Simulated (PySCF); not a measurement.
**H₃NOSi, SMILES `O/[SiH]=N\[H]` (N–Si–O–H torsion 0°) (charge 0, multiplicity 1)**

All values below come from PBE0-D3(BJ)/def2-TZVP in PySCF.

```yaml
HOMO: -7.46 eV
dipole_moment: 2.58 D
HOMO–LUMO gap: 7.00 eV
LUMO: -0.47 eV
total_energy: -421.0944 Ha
cost: very roughly 12 core-seconds
```

```xyz
6

N     -1.1780    -0.4647    -0.7460
Si    -0.2014     0.4336     0.1015
O      1.3008     0.2413     0.7024
H     -1.0560    -1.3966    -1.1065
H     -0.6133     1.7784     0.5139
H      1.7479    -0.5920     0.5347
```
